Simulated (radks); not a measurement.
Values are calculated unless marked as measured or tabulated.
Species: Si2+. Configuration: [Ne] 3s2. Code: a radial shooting solver on a logarithmic mesh with Libxc functionals. Model: Dirac Kohn-Sham, LDA (Slater exchange, Perdew-Wang correlation), spin-unpolarised, spherical densities, point nucleus.

Normalised radial functions P(r) = r R(r) (large component), r in bohr:

```
   r/bohr * 1s1/2, o 3s1/2 (the largest magnitude, 2.69, reaches the edge; | marks zero, & curves that meet)
 0.004042                             o   *
 0.005747                             o    *
 0.008237                             |o      *
  0.01181                             |o        *
  0.01679                             |o            *
  0.02406                             |o                *
  0.03421                             | o                   *
  0.04904                             | o                      *
  0.06973                             | o                        *
  0.09995                             |o                        *
   0.1433                             o                   *
   0.2037                           o |            *
    0.292                          o  |     *
   0.4151                         o   | *
    0.595                           o *
   0.8461                             * o
    1.213                             *     o
    1.738                             *       o
    2.472                             *     o
    3.543                             * o
    5.037                             &
```

1s1/2: eigenvalue -1800.3 eV, 0 radial nodes, <r> = 0.112 bohr, 90 % of the charge inside 0.200 bohr. 3s1/2: eigenvalue -28.658 eV, 2 radial nodes at r = 0.149, 0.717 bohr, <r> = 1.95 bohr, 90 % of the charge inside 2.90 bohr.
